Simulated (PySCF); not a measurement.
## Working with the constants of LiTl

RHF-CCSD(T) constants of LiTl, ¹Σ⁺ (singlet), closed shell (PySCF, scalar-relativistic core potentials, basis sets Li def2-SVP, Tl def2-SVP with ECP60; masses 7.0160 and 204.9744 u):

| Item | Value |
| --- | --- |
| ωe | 245.7 cm⁻¹ |
| ωexe | 1.63 cm⁻¹ |
| Be | 0.26656 cm⁻¹ |
| αe | 0.00269 cm⁻¹ |
| De to Li + Tl | 0.83 eV |

Problem. What force constant and bond length do these constants imply?

Solution. Reduced mass μred = 6.7838 u; k = 5.8918×10⁻⁷·μred·ωe² (u, cm⁻¹, mdyn/Å) = 0.241 mdyn/Å; Re = √(16.8576/(μred·Be)) (u, cm⁻¹, Å) = 3.053 Å.

Problem. Estimate the centrifugal constant D from the Kratzer relation and find the Dunham coefficient a1.

Solution. D = 4Be³/ωe² = 1.25e-06 cm⁻¹; a1 = −1 − αeωe/(6Be²) = -2.55.

Correlated steps freeze 4 core orbitals. Correlated levels converge slowly with the basis: in double zeta they bind strong bonds too weakly, by up to about 1 eV, and carry superposition errors of some tenths. Spin–orbit coupling is left out, which matters for elements this heavy, above all for dissociation energies. Where the molecule has an RHF reference, its open-shell atoms are computed with UHF.
